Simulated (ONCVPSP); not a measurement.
## Before and after: ONCV potential for S

ONCVPSP 4.0.1 input, shortened (lines: element, Z, core and valence counts, functional; n l f; lmax; l rc ep ncon nbas qcut; lloc lpopt rc5 dvloc0; l nproj debl; icmod fcfact rcfact), LDA (Perdew-Wang 92), scalar-relativistic:

```
  S 16.00    3    2  -001012      upf
    1    0    2.00
    2    0    2.00
    2    1    6.00
    3    0    2.00
    3    1    4.00
    2
    0    1.30    0.00    3    7    5.30
    1    1.60    0.00    4    7    5.20
    2    1.40    0.02    3    8    6.00
    4    5    0.85    3.00
    0    2    0.50
    1    2    1.80
    2    2    1.00
    1    0.35    0.00
```

In the s channel the program set the typed energies aside and used -0.635, 0.250 Ha.

Change: p: qcut 7.8.

Cutoffs: the cutoffs (Ha) at which the residual kinetic energy of the hardest occupied pseudo-wave falls to 1 and 0.1 mHa per electron; they do not see the model core or the augmentation charge, which bear on the density cutoff. Errors are all-electron minus pseudo energies relative to the spin-unpolarised reference configuration.

Q: Predict the effect on cutoff, ghosts and configuration errors.

A: The potential gets neither clearly harder nor softer (13 Ha and 25 Ha → 13 Ha and 25 Ha); the s channel sets the loose cutoff, while the largest relative change is in p, which becomes harder; of the 4 tests that both files solve, the error grows in 2 and shrinks in 1 by more than 15 % and 0.3 meV (median size 6.0 → 7.0 meV); neither file shows a bound ghost.

```csv
quantity,base,changed
"cutoff, loose",13 Ha,13 Ha
"cutoff, tight",25 Ha,25 Ha
loose cutoff by channel,"s 13 Ha, p 6.0 Ha","s 13 Ha, p 12 Ha"
bound ghosts,none,none
GHOST(+) flags under 300 eV,s at 111.1 eV,s at 111.1 eV
"error for 3s2 3p3, meV [ΔE 11.86 eV]",+0.7,+0.9
"error for 3s2 3p2, meV [ΔE 34.23 eV]",+11,+13
"error for 3s2 3p1, meV [ΔE 68.38 eV]",+49,+57
"error for 3s1 3p5, meV [ΔE 10.24 eV]",+0.8,-0.1
s: phases at 1.32 bohr within 0.05 rad from the reference energy up to (Ha; the scan ends near 5),3.6,3.6
p: phases at 1.62 bohr within 0.05 rad from the reference energy up to (Ha; the scan ends near 5),4.5,4.4
d: phases at 1.42 bohr within 0.05 rad from the reference energy up to (Ha; the scan ends near 5),to the end of the scan,to the end of the scan
"rms error of d²Exc/dni dnj with the model core, mHa",0.50,0.52
```
